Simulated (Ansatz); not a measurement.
Molecule: C₅H₅ (charge -1, singlet). It need not be the lowest isomer of its formula. Whether it binds its extra electron was not tested at this geometry. 
Coordinates optimised at B3LYP-D3(BJ)/def2-TZVP (Ansatz, a program for electronic structure):
```xyz
10

C     -0.9462     0.7363    -0.0617
C      0.4086     1.1152    -0.1755
C      1.1987    -0.0471    -0.0467
C      0.3323    -1.1443     0.1466
C     -0.9934    -0.6601     0.1373
H     -1.8008     1.4013    -0.1175
H      0.7775     2.1223    -0.3340
H      2.2813    -0.0897    -0.0889
H      0.6324    -2.1777     0.2790
H     -1.8904    -1.2562     0.2613
```
Charge -1, spin multiplicity 1.

Basis-set convergence of Hartree-Fock and CCSD(T) correlation energies (hartree) with Ansatz. Cores are frozen in the correlated levels unless marked. No spin-orbit coupling. Non-relativistic.

```
basis        functions       E(HF)  E(corr, CCSD(T))
-----------  ---------  ----------  ----------------
aug-cc-pVDZ        160  -192.22556          -0.77144
aug-cc-pVTZ        345           …                 …
```

Q: Complete the blanks.

A: 
- aug-cc-pVTZ, E(HF): -192.26922
- aug-cc-pVTZ, E(corr, CCSD(T)): -0.90202
